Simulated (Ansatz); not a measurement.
`B[CH2][AlH][CH3]` + CH₃SH → `[CH3][AlH][S]C` + `BC` at 600 K and 1 bar (ligand exchange at the Al–C bond).

Calculated with Ansatz (gas phase, PBE0-D4/def2-TZVP geometries, no zero-point term in ΔE). CCSD(T)/CBS is the MP2 limit (def2-TZVPP, def2-QZVPP) plus CCSD(T) − MP2 in def2-TZVPP, frozen cores. This one scheme is used for every species. One conformer a species, not always the lowest.

```csv
species,CCSD(T)/CBS energy (Eh),H − E (kJ/mol),S (J/(mol·K))
`B[CH2][AlH][CH3]`,-347.72427,300.8,460.2
CH₃SH,-438.22835,152.3,296.8
`[CH3][AlH][S]C`,-720.14936,277.8,455.5
`BC`,-65.83255,180.5,296.9
```

H − E and S are ideal-gas, rigid-rotor, harmonic terms from PBE0-D4/def2-TZVP, for one conformer and one mirror image of each species. 1 Eh = 2625.50 kJ/mol, R = 8.31446 J/(mol·K).

Q: By hand: ΔE, ΔH, ΔS and ΔG.

A: ΔE = (-720.14936) + (-65.83255) − (-347.72427) − (-438.22835) = -0.02929 Eh = -76.9 kJ/mol. Δ(H − E) = 277.8 + 180.5 − 300.8 − 152.3 = 5.2, so ΔH = -71.7 kJ/mol. ΔS = 455.5 + 296.9 − 460.2 − 296.8 = -4.6 J/(mol·K). ΔG = -71.7 − 600 × (-4.6)/1000 = -68.9 kJ/mol.

Q: By hand: the equilibrium constant, and the temperature at which ΔG would vanish if ΔH and ΔS stayed fixed.

A: log₁₀ K = −ΔG/(RT ln 10) = 6.0. ΔG = 0 at ΔH/ΔS = 15587 K, far beyond where these terms or the molecules hold.

The number of gas molecules stays the same, so ΔS is small and ΔH decides. A doubt of 5 kJ/mol in ΔE shifts log₁₀ K by 0.4 here. Other conformers and mirror images would add mixing entropy, several J/(mol·K) or more a flexible species. Modes under 60 cm⁻¹, often nearly free rotors, make the harmonic entropy too high. These are equilibria of isolated gas molecules and say nothing of rates. Largest T1 diagnostic: 0.011 (customary marks: 0.02 for closed shells, 0.045 for open ones).
